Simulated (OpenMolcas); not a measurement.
**How basis sets differ on BSiH2F2 (SMILES FB(F)[SiH2])**

BSiH2F2: 6 atoms, total charge 0, spin state doublet. SMILES: `FB(F)[SiH2]`. Geometry: relaxed at GFN2-xTB.

```xyz
6

F     0.0000    0.0000    0.0000
B     0.0000    0.0000    1.3383
F     1.2343    0.0000    1.8552
Si   -1.5817    0.0025    2.3927
H    -1.6141    0.0094    3.8508
H    -2.9416    0.0091    1.8652
```

Quantity: the dipole moment, in D. The values are calculated.

```tsv
level	kind	program	value (D)	CPU time
UHF/ANO-L-MB	Hartree–Fock	OpenMolcas	2.03	2.5 s
UHF/STO-3G	Hartree–Fock	OpenMolcas	0.82	1.9 s
UHF/3-21G	Hartree–Fock	OpenMolcas	1.71	2.3 s
UHF/6-31G* (spherical functions)	Hartree–Fock	OpenMolcas	1.64	4.5 s
UHF/def2-SVP	Hartree–Fock	OpenMolcas	1.85	4.7 s
UHF/def2-TZVP	Hartree–Fock	OpenMolcas	2.08	43 s
```

The values span 0.82 to 2.08 D. Magnitudes only: a small dipole may point the other way at some levels. Sets without polarisation functions give poor dipoles. Without the sets that lack polarisation functions the rows with a basis span only 1.64 to 2.08 D. Times are those of the runs behind each value, whatever else they computed, on shared processors of several kinds: orders of magnitude only.
